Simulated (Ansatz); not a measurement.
`FC[SiH](F)CCl` + H–F → `FCCl` + `FC[SiH2]F` at 600 K and 1 bar (substitution at a C–Si bond).

Isolated molecules relaxed with PBE0-D4/def2-TZVP in Ansatz; ΔE leaves out vibrations. CCSD(T)/CBS adds triple-zeta CCSD(T) − MP2 to the extrapolated MP2 energy (def2 sets, frozen cores). This one scheme is used for every species. Each species was taken in one conformer, which may not be the lowest.

```json
{"species": "`FC[SiH](F)CCl`", "CCSD(T)/CBS energy (Eh)": "-1027.61827", "H − E (kJ/mol)": "252.6", "S (J/(mol·K))": "478.1"}
{"species": "H–F", "CCSD(T)/CBS energy (Eh)": "-100.39570", "H − E (kJ/mol)": "42.3", "S (J/(mol·K))": "194.0"}
{"species": "`FCCl`", "CCSD(T)/CBS energy (Eh)": "-598.81139", "H − E (kJ/mol)": "110.6", "S (J/(mol·K))": "304.1"}
{"species": "`FC[SiH2]F`", "CCSD(T)/CBS energy (Eh)": "-529.16787", "H − E (kJ/mol)": "177.5", "S (J/(mol·K))": "378.9"}
```

H − E and S are ideal-gas, rigid-rotor, harmonic terms from PBE0-D4/def2-TZVP, for one conformer and one mirror image of each species. 1 Eh = 2625.50 kJ/mol, R = 8.31446 J/(mol·K).

Problem. By hand: ΔE, ΔH, ΔS and ΔG.

Solution. ΔE = (-598.81139) + (-529.16787) − (-1027.61827) − (-100.39570) = 0.03471 Eh = 91.1 kJ/mol. Δ(H − E) = 110.6 + 177.5 − 252.6 − 42.3 = -6.8, so ΔH = 84.3 kJ/mol. ΔS = 304.1 + 378.9 − 478.1 − 194.0 = 10.9 J/(mol·K). ΔG = 84.3 − 600 × (10.9)/1000 = 77.8 kJ/mol.

Problem. By hand: the equilibrium constant, and the temperature at which ΔG would vanish if ΔH and ΔS stayed fixed.

Solution. log₁₀ K = −ΔG/(RT ln 10) = -6.8. ΔG = 0 at ΔH/ΔS = 7734 K, far beyond where these terms or the molecules hold.

The number of gas molecules stays the same, so ΔS is small and ΔH decides. A doubt of 5 kJ/mol in ΔE shifts log₁₀ K by 0.4 here. Other conformers and mirror images would add mixing entropy, several J/(mol·K) or more a flexible species. Modes under 60 cm⁻¹, often nearly free rotors, make the harmonic entropy too high. These are equilibria of isolated gas molecules and say nothing of rates. Largest T1 diagnostic: 0.011 (customary marks: 0.02 for closed shells, 0.045 for open ones).
